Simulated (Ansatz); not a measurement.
Ansatz (a first-principles code) input for W(O)2(OH) (HO3W), SMILES [O]=[W](=[O])[OH] (connectivity only; charge and spin as stated), neutral, multiplicity 2, PBE0-D3(BJ)/def2-SVP. 

Ansatz 0.2 input:
```yaml
crystal:
  periodic: [false, false, false]
  atoms:
    - {symbol: W, position_ang: [0.00000000, 0.00000000, 0.02588229]}
    - {symbol: O, position_ang: [-0.00000000, 1.42733698, 0.93998490]}
    - {symbol: O, position_ang: [-0.00000000, -1.42733699, 0.93998489]}
    - {symbol: O, position_ang: [-0.00000000, 0.00000001, -1.77630443]}
    - {symbol: H, position_ang: [-0.00000000, 0.00000000, -2.74461217]}
basis:
  gaussian:
    orbitals: def2-SVP
hamiltonian:
  xc: pbe0
  dispersion: d3bj
magnetization: {spin_polarized: true, initial_magnetization: 1}
relax: {f_tol: 0.002, max_steps: 200}
```

Program output:

```
WARN ansatz: RAYON_NUM_THREADS=1 ignored (pool sized by the plan → 1); use --threads N
Functional definition: PBE0
integrals: 0.03 GiB planned
820 factors; integrals over basis functions are off by at most 2.0e-4 eV
mean field: 0.39 GiB planned
mean field evaluation 1: about -7957.5651 eV, gradient 6.6e1 eV
mean field evaluation 2: about -7807.6613 eV, gradient 1.9e2 eV
mean field evaluation 4: about -7972.8761 eV, gradient 1.5e1 eV
mean field evaluation 8: about -7973.7208 eV, gradient 2.3e-1 eV
mean field evaluation 16: about -7973.7219 eV, gradient 3.2e-4 eV
mean field -7973.72193749 eV, -293.0288764199 hartree, gradient 2.9e-5 eV, S^2 0.759199; 0 other end points of the search recorded, 0 dependent functions left out
the calculation of the forces begins
reference -7973.72197889 eV, -293.0288779411 hartree; 20, 19 occupied and 59, 60 virtual orbitals, 820 factors
relax step   1: F+E_penalty+E_count = -7973.79679827 eV  Δ(F+E_penalty+E_count) = +0.000e0 eV  max|allowed force component| = 3.326e0 eV/Å  Δτ_max = 0.0000 Å  (36 SCF iters, accepted)
these checks for a lower state are left out or cut short: starts, cluster_reference, orbital_swaps, neighbouring_geometries, increment
integrals: 0.03 GiB planned
820 factors; integrals over basis functions are off by at most 2.0e-4 eV
mean field: 0.39 GiB planned
mean field -7973.84346163 eV, -293.0333423496 hartree, gradient 2.1e-5 eV, S^2 0.761284; 0 other end points of the search recorded, 0 dependent functions left out
the calculation of the forces begins
reference -7973.84350305 eV, -293.0333438720 hartree; 20, 19 occupied and 59, 60 virtual orbitals, 820 factors
relax step   2: F+E_penalty+E_count = -7973.91761987 eV  Δ(F+E_penalty+E_count) = -1.208e-1 eV  max|allowed force component| = 3.093e-1 eV/Å  Δτ_max = 0.0518 Å  (40 SCF iters, accepted)
these checks for a lower state are left out or cut short: starts, cluster_reference, orbital_swaps, neighbouring_geometries, increment
integrals: 0.03 GiB planned
820 factors; integrals over basis functions are off by at most 2.0e-4 eV
mean field: 0.39 GiB planned
mean field evaluation 32: about -7973.7911 eV, gradient 3.9e-2 eV
mean field -7973.84798241 eV, -293.0335084854 hartree, gradient 2.2e-5 eV, S^2 0.761137; 0 other end points of the search recorded, 0 dependent functions left out
the calculation of the forces begins
reference -7973.84802377 eV, -293.0335100051 hartree; 20, 19 occupied and 59, 60 virtual orbitals, 820 factors
relax step   3: F+E_penalty+E_count = -7973.92210812 eV  Δ(F+E_penalty+E_count) = -4.488e-3 eV  max|allowed force component| = 1.234e-1 eV/Å  Δτ_max = 0.0165 Å  (38 SCF iters, accepted)
these checks for a lower state are left out or cut short: starts, cluster_reference, orbital_swaps, neighbouring_geometries, increment
integrals: 0.03 GiB planned
820 factors; integrals over basis functions are off by at most 2.0e-4 eV
mean field: 0.39 GiB planned
mean field -7973.84835354 eV, -293.0335221240 hartree, gradient 1.4e-5 eV, S^2 0.760997; 0 other end points of the search recorded, 0 dependent functions left out
the calculation of the forces begins
reference -7973.84839486 eV, -293.0335236426 hartree; 20, 19 occupied and 59, 60 virtual orbitals, 820 factors
relax step   4: F+E_penalty+E_count = -7973.92247670 eV  Δ(F+E_penalty+E_count) = -3.686e-4 eV  max|allowed force component| = 1.734e-2 eV/Å  Δτ_max = 0.0050 Å  (43 SCF iters, accepted)
these checks for a lower state are left out or cut short: starts, cluster_reference, orbital_swaps, neighbouring_geometries, increment
integrals: 0.03 GiB planned
820 factors; integrals over basis functions are off by at most 2.0e-4 eV
mean field: 0.39 GiB planned
mean field -7973.84835518 eV, -293.0335221844 hartree, gradient 4.1e-5 eV, S^2 0.761006; 0 other end points of the search recorded, 0 dependent functions left out
the calculation of the forces begins
reference -7973.84839650 eV, -293.0335237030 hartree; 20, 19 occupied and 59, 60 virtual orbitals, 820 factors
relax step   5: F+E_penalty+E_count = -7973.92247856 eV  Δ(F+E_penalty+E_count) = -1.858e-6 eV  max|allowed force component| = 2.350e-3 eV/Å  Δτ_max = 0.0002 Å  (28 SCF iters, accepted)
these checks for a lower state are left out or cut short: starts, cluster_reference, orbital_swaps, neighbouring_geometries, increment
integrals: 0.03 GiB planned
820 factors; integrals over basis functions are off by at most 2.0e-4 eV
mean field: 0.39 GiB planned
mean field -7973.84835515 eV, -293.0335221832 hartree, gradient 1.5e-5 eV, S^2 0.761005; 0 other end points of the search recorded, 0 dependent functions left out
the calculation of the forces begins
reference -7973.84839647 eV, -293.0335237018 hartree; 20, 19 occupied and 59, 60 virtual orbitals, 820 factors
relax step   6: F+E_penalty+E_count = -7973.92247861 eV  Δ(F+E_penalty+E_count) = -4.975e-8 eV  max|allowed force component| = 2.567e-5 eV/Å  Δτ_max = 0.0001 Å  (27 SCF iters, accepted)
integrals: 0.03 GiB planned
820 factors; integrals over basis functions are off by at most 2.0e-4 eV
mean field: 0.39 GiB planned
mean field evaluation 64: about -7973.7858 eV, gradient 7.4e-1 eV
mean field -7973.84835515 eV, -293.0335221832 hartree, gradient 1.5e-5 eV, S^2 0.761005; 1 other end points of the search recorded, 0 dependent functions left out
the calculation of the forces begins
reference -7973.84839647 eV, -293.0335237018 hartree; 20, 19 occupied and 59, 60 virtual orbitals, 820 factors
Total energy: -7973.92251993 eV, -293.0362476887 hartree
Atom 0 at    -0.000000     0.000000     0.033796 Å, force    -0.000000    -0.000000    -0.000026 eV/Å
Atom 1 at     0.000000     1.415639     0.994294 Å, force     0.000000    -0.000019     0.000009 eV/Å
Atom 2 at     0.000000    -1.415639     0.994294 Å, force     0.000000     0.000019     0.000009 eV/Å
Atom 3 at    -0.000000     0.000000    -1.840153 Å, force     0.000000     0.000000     0.000007 eV/Å
Atom 4 at     0.000000    -0.000000    -2.797296 Å, force     0.000000    -0.000000     0.000001 eV/Å
Dipole moment:    -0.000000    -0.000000    -0.962899 e Å
```

The run converged.

Cost: roughly 14 core-seconds.
